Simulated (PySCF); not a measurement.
PySCF 2.14 output of an unrestricted BLYP calculation on a single atom or ion in aug-cc-pVQZ-PP with ECP10MDF (7s6p5d3f2g, 89 functions), with a scalar-relativistic core potential:

```
SCF conv_tol = 1e-09
number electrons alpha = 11  beta = 9
    A. D. Becke.,  Phys. Rev. A 38, 3098 (1988)
    C. Lee, W. Yang, and R. G. Parr.,  Phys. Rev. B 37, 785 (1988)
    B. Miehlich, A. Savin, H. Stoll, and H. Preuss.,  Chem. Phys. Lett. 157, 200 (1989)
cycle= 1 E= -258.704109811153  delta_E= -0.00488  |g|= 0.218  |ddm|=  1.8
cycle= 2 E= -258.698501952858  delta_E= 0.00561  |g|= 0.277  |ddm|= 1.86
cycle= 3 E= -258.712216391075  delta_E= -0.0137  |g|= 0.00258  |ddm|= 1.03
cycle= 4 E= -258.712218038201  delta_E= -1.65e-06  |g|= 0.000149  |ddm|= 0.00991
cycle= 5 E= -258.712218047844  delta_E= -9.64e-09  |g|= 5.56e-06  |ddm|= 0.000594
cycle= 6 E= -258.712218047894  delta_E= -4.92e-11  |g|= 1.1e-06  |ddm|= 1.97e-05
converged SCF energy = -258.712218047894  <S^2> = 2.0002556  2S+1 = 3.0001704
```

The run itself started from symmetry-adapted Hartree-Fock orbitals and held the occupation by maximum overlap, on a logarithmic radial grid, so the iterations belong to that start.

Which element, charge and spin multiplicity is this?

Ga+ (gallium, charge +1), multiplicity 3; the state was [Ar] 3d10 4s1 4d1, high-spin 3D determinant (an excited configuration).

Energies and moments cover only the electrons outside the core potential. The outer electron is Rydberg-like, and this basis confines it to a smaller radius and binds it less than a complete one would.
